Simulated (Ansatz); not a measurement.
Geometry optimisation of `c1csc(-c2ccc(-c3ccc(-c4ccc(-c5cccs5)s4)s3)s2)c1`.

```yaml
crystal:
  periodic: [false, false, false]
  atoms:
    - {symbol: C, position_ang: [-8.386720, 1.767390, -0.249810]}
    - {symbol: C, position_ang: [-8.967030, 0.539580, -0.199240]}
    - {symbol: S, position_ang: [-7.808840, -0.727830, -0.119990]}
    - {symbol: C, position_ang: [-6.501050, 0.423060, -0.155870]}
    - {symbol: C, position_ang: [-5.142840, -0.003320, -0.115860]}
    - {symbol: C, position_ang: [-4.647850, -1.283640, -0.046570]}
    - {symbol: C, position_ang: [-3.252180, -1.340130, -0.027670]}
    - {symbol: C, position_ang: [-2.653410, -0.102540, -0.080730]}
    - {symbol: C, position_ang: [-1.265550, 0.200630, -0.078810]}
    - {symbol: C, position_ang: [-0.653140, 1.432210, -0.127210]}
    - {symbol: C, position_ang: [0.741490, 1.359090, -0.110530]}
    - {symbol: C, position_ang: [1.222470, 0.071090, -0.049580]}
    - {symbol: C, position_ang: [2.573080, -0.367100, 0.003030]}
    - {symbol: C, position_ang: [3.044940, -1.655390, 0.108740]}
    - {symbol: C, position_ang: [4.438240, -1.735040, 0.163280]}
    - {symbol: C, position_ang: [5.058810, -0.508590, 0.095840]}
    - {symbol: C, position_ang: [6.458100, -0.229600, 0.136590]}
    - {symbol: C, position_ang: [7.478340, -1.075360, 0.497440]}
    - {symbol: C, position_ang: [8.746380, -0.471790, 0.421690]}
    - {symbol: C, position_ang: [8.690930, 0.820300, 0.002950]}
    - {symbol: S, position_ang: [7.081910, 1.335290, -0.303600]}
    - {symbol: S, position_ang: [3.888990, 0.771690, -0.040810]}
    - {symbol: S, position_ang: [-0.084940, -1.079530, -0.013670]}
    - {symbol: S, position_ang: [-3.848930, 1.162230, -0.156550]}
    - {symbol: C, position_ang: [-6.982210, 1.706030, -0.225330]}
    - {symbol: H, position_ang: [-8.944240, 2.685330, -0.302910]}
    - {symbol: H, position_ang: [-10.010340, 0.295600, -0.204290]}
    - {symbol: H, position_ang: [-5.285570, -2.148710, -0.011420]}
    - {symbol: H, position_ang: [-2.683310, -2.251590, 0.023130]}
    - {symbol: H, position_ang: [-1.210260, 2.351760, -0.170580]}
    - {symbol: H, position_ang: [1.391800, 2.215580, -0.136010]}
    - {symbol: H, position_ang: [2.389860, -2.507590, 0.144500]}
    - {symbol: H, position_ang: [4.979080, -2.660430, 0.239210]}
    - {symbol: H, position_ang: [7.318210, -2.087660, 0.821050]}
    - {symbol: H, position_ang: [9.663220, -0.975540, 0.670740]}
    - {symbol: H, position_ang: [9.499250, 1.508590, -0.143770]}
    - {symbol: H, position_ang: [-6.336680, 2.565930, -0.257380]}
basis:
  gaussian: {orbitals: def2-SVP, fitting: {mean_field: def2-universal-jkfit}}
hamiltonian: {xc: pbe, dispersion: d4}
scf: {lower_state_search: "off"}
output: {orbitals: {seedname: orbitals}}
relax: {f_tol: 0.03, max_steps: 70}
```

```sh
$ ansatz run in.yaml --threads 2 --pin off --events-out ev --progress --plain --max-ram 32768MiB --backend cuda --devices 0, --max-vram 18GiB
```

Shortened log:

```
Functional definition: PBE
mean field -75030.31705760 eV, -2757.3132944915 hartree, gradient 2.3e-6 eV, S^2 0.000000; 0 other end points of the search recorded, 0 dependent functions left out
relax step   1: F+E_penalty+E_count = -75032.12897554 eV  Δ(F+E_penalty+E_count) = +0.000e0 eV  max|allowed force component| = 9.284e-1 eV/Å  Δτ_max = 0.0000 Å  (24 SCF iters, accepted)
mean field -75030.66428591 eV, -2757.3260548961 hartree, gradient 2.1e-6 eV, S^2 0.000000; 0 other end points of the search recorded, 0 dependent functions left out
relax step   2: F+E_penalty+E_count = -75032.45438577 eV  Δ(F+E_penalty+E_count) = -3.254e-1 eV  max|allowed force component| = 2.230e-1 eV/Å  Δτ_max = 0.1117 Å  (21 SCF iters, accepted)
mean field -75030.69761279 eV, -2757.3272796367 hartree, gradient 1.8e-6 eV, S^2 0.000000; 0 other end points of the search recorded, 0 dependent functions left out
relax step   3: F+E_penalty+E_count = -75032.47948302 eV  Δ(F+E_penalty+E_count) = -2.510e-2 eV  max|allowed force component| = 1.920e-1 eV/Å  Δτ_max = 0.0554 Å  (21 SCF iters, accepted)
mean field -75030.69957770 eV, -2757.3273518456 hartree, gradient 1.8e-6 eV, S^2 0.000000; 0 other end points of the search recorded, 0 dependent functions left out
relax step   4: F+E_penalty+E_count = -75032.48118240 eV  Δ(F+E_penalty+E_count) = -1.699e-3 eV  max|allowed force component| = 1.449e-1 eV/Å  Δτ_max = 0.0447 Å  (20 SCF iters, accepted)
mean field -75030.70463231 eV, -2757.3275375991 hartree, gradient 1.6e-6 eV, S^2 0.000000; 0 other end points of the search recorded, 0 dependent functions left out
relax step   5: F+E_penalty+E_count = -75032.48617036 eV  Δ(F+E_penalty+E_count) = -4.988e-3 eV  max|allowed force component| = 9.554e-3 eV/Å  Δτ_max = 0.0314 Å  (21 SCF iters, accepted)
Total energy: -75032.48624017 eV, -2757.3930104804 hartree
Atom 0 at    -8.502195     1.809650    -0.254969 Å, force    -0.005442    -0.000670    -0.000463 eV/Å
Atom 1 at    -9.091165     0.559647    -0.204498 Å, force     0.002015     0.000195     0.000360 eV/Å
Atom 2 at    -7.908715    -0.702412    -0.130955 Å, force    -0.005499     0.002629     0.000085 eV/Å
Atom 3 at    -6.585003     0.447219    -0.166988 Å, force    -0.003881     0.007911     0.000090 eV/Å
Atom 4 at    -5.215467    -0.008906    -0.126186 Å, force    -0.002747     0.006976    -0.000833 eV/Å
Atom 5 at    -4.718906    -1.311064    -0.055109 Å, force    -0.001811    -0.004218    -0.000147 eV/Å
Atom 6 at    -3.306744    -1.378182    -0.030897 Å, force    -0.000321     0.000805    -0.000440 eV/Å
Atom 7 at    -2.687945    -0.126996    -0.082881 Å, force    -0.001858     0.001328     0.002128 eV/Å
Atom 8 at    -1.285072     0.195916    -0.074187 Å, force     0.000141    -0.002430    -0.000328 eV/Å
Atom 9 at    -0.661669     1.444776    -0.135357 Å, force     0.002963     0.000229     0.001045 eV/Å
Atom 10 at     0.749623     1.374615    -0.100846 Å, force    -0.002952     0.003480     0.000304 eV/Å
Atom 11 at     1.242316     0.070371    -0.012362 Å, force     0.002160    -0.005543    -0.001716 eV/Å
Atom 12 at     2.605164    -0.390130     0.046592 Å, force     0.000157    -0.003095     0.002620 eV/Å
Atom 13 at     3.094094    -1.697119     0.115914 Å, force    -0.008603     0.001027     0.000824 eV/Å
Atom 14 at     4.505409    -1.773439     0.151388 Å, force     0.004024    -0.001051    -0.001015 eV/Å
Atom 15 at     5.130993    -0.526383     0.115646 Å, force     0.000275     0.001213     0.000842 eV/Å
Atom 16 at     6.546343    -0.233303     0.146562 Å, force     0.001501    -0.003540     0.001570 eV/Å
Atom 17 at     7.595340    -1.076724     0.513495 Å, force    -0.005418     0.000398     0.002037 eV/Å
Atom 18 at     8.872196    -0.457714     0.415122 Å, force     0.004036     0.003322    -0.002469 eV/Å
Atom 19 at     8.801199     0.853477    -0.019885 Å, force     0.001041     0.001158    -0.002469 eV/Å
Atom 20 at     7.167722     1.335117    -0.327596 Å, force     0.000651    -0.001623     0.001309 eV/Å
Atom 21 at     3.935367     0.752249     0.045615 Å, force     0.003215    -0.000970     0.001103 eV/Å
Atom 22 at    -0.083204    -1.077252     0.028603 Å, force     0.000162    -0.001652     0.001706 eV/Å
Atom 23 at    -3.895285     1.142817    -0.163146 Å, force     0.005272     0.001850     0.000581 eV/Å
Atom 24 at    -7.081047     1.749306    -0.233910 Å, force     0.009554    -0.007680     0.000101 eV/Å
Atom 25 at    -9.077399     2.744093    -0.305530 Å, force     0.000555     0.002604    -0.000202 eV/Å
Atom 26 at   -10.158094     0.306133    -0.205902 Å, force     0.000172    -0.003633    -0.000823 eV/Å
Atom 27 at    -5.375600    -2.191475    -0.021406 Å, force     0.001220    -0.005216     0.000184 eV/Å
Atom 28 at    -2.738037    -2.317015     0.023354 Å, force    -0.000990     0.002055    -0.000166 eV/Å
Atom 29 at    -1.227570     2.384328    -0.203919 Å, force     0.000825    -0.000397    -0.001058 eV/Å
Atom 30 at     1.408783     2.253094    -0.139849 Å, force    -0.001112     0.000554    -0.001561 eV/Å
Atom 31 at     2.432369    -2.574478     0.129252 Å, force    -0.001629    -0.001123    -0.003512 eV/Å
Atom 32 at     5.067655    -2.716203     0.180320 Å, force     0.001155     0.002452     0.002256 eV/Å
Atom 33 at     7.434265    -2.104738     0.864880 Å, force    -0.001242     0.003719    -0.003887 eV/Å
Atom 34 at     9.817928    -0.957474     0.665648 Å, force     0.001553    -0.000041     0.000688 eV/Å
Atom 35 at     9.618630     1.566719    -0.179953 Å, force    -0.000390     0.000286     0.001032 eV/Å
Atom 36 at    -6.426269     2.631480    -0.266064 Å, force     0.001249    -0.001306     0.000224 eV/Å
Dipole moment:     0.037271    -0.062795     0.025799 e Å
Checks for a lower state left out: stability, starts, cluster_reference, orbital_swaps, neighbouring_geometries, increment
```

It took 38 s on 2 threads of AMD EPYC 7R13 on a shared host and a share (18 GiB) of an NVIDIA H100 80GB HBM3.

Single mean-field runs in def2-SVP are fitted with def2-universal-jkfit.
